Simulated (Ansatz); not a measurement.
CH$_{9}$BNPSi, relaxed with RKS PBE0-D4/def2-TZVP in Ansatz 0.2.0 from a PBE-D4/def2-SVP geometry. The force threshold is 0.005 eV/Å; the program also tests the step.

The species carries charge 0 and has multiplicity 1. The bonds changed during the relaxation, so this is another structure than the one it started from.

Start:

```xyz
14

B    -0.121   -0.388    1.597
Si    0.955    0.032    0.052
C     1.422    1.777   -0.508
P    -1.596   -0.270    0.198
N    -1.694   -1.720   -0.754
H    -0.172   -1.537    2.001
H    -0.240    0.534    2.387
H     1.206   -0.933   -1.085
H     0.987    2.530    0.178
H     1.111    1.999   -1.548
H     2.527    1.880   -0.459
H    -1.204    0.689   -0.819
H    -0.815   -2.225   -0.914
H    -2.365   -2.369   -0.326
```

(1) By how much does the energy fall, and how many steps does the optimiser take? (Estimate.)

(2) Which bonds change most? (Estimate.)

(3) Give the relaxed structure. (An estimate is asked.)

Answers

(1) Computed: 0.21 eV, in 27 steps, 2 of them rejected.

(2) Computed: P4–H12 from 1.452 to 1.616 Å; P4–N5 from 1.738 to 1.668 Å; B1–P4 from 2.036 to 1.968 Å; Si2–P4 from 2.573 to 2.507 Å.

(3) Computed: 
```xyz
14

B    -0.096   -0.431    1.488
Si    0.746    0.154   -0.175
C     1.399    1.875   -0.514
P    -1.670   -0.299    0.314
N    -1.784   -1.853   -0.281
H     0.057   -1.573    1.829
H    -0.123    0.422    2.335
H     1.101   -0.806   -1.258
H     0.861    2.603    0.096
H     1.322    2.158   -1.565
H     2.453    1.916   -0.221
H    -0.830    0.417   -0.867
H    -1.050   -2.525   -0.121
H    -2.386   -2.058   -1.060
```
